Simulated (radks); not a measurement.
The numbers below are computed, except where a source is named.
Task: Er+, 67 electrons, occupied as [Xe] 4f12 6s1. Level of theory: Dirac Kohn-Sham, PBE, spin-unpolarised, spherical densities, point nucleus; open shells fill j = l - 1/2 first (a radial shooting solver on a logarithmic mesh with Libxc functionals).

Spin-orbit splittings of the eigenvalues, e(l+1/2) - e(l-1/2), with zeta = 2 splitting/(2l+1) and mean radii in bohr:

| shell | occ. | splitting (eV) | zeta (eV) | <r> j=l-1/2 | <r> j=l+1/2 |
|---|---|---|---|---|---|
| 2p | 6 | 916.9 | 611.3 | 0.07147 | 0.07875 |
| 3p | 6 | 192.6 | 128.4 | 0.2146 | 0.2283 |
| 3d | 10 | 42.09 | 16.83 | 0.2012 | 0.2055 |
| 4p | 6 | 43.32 | 28.88 | 0.5172 | 0.5487 |
| 4d | 10 | 7.869 | 3.148 | 0.5774 | 0.5886 |
| 4f | 12 | ? | ? | 0.8168 | 0.8384 |
| 5p | 6 | 5.354 | 3.569 | 1.417 | 1.529 |

Estimate the 4f splitting.

Result: 1.082 eV (zeta = 0.3092 eV).
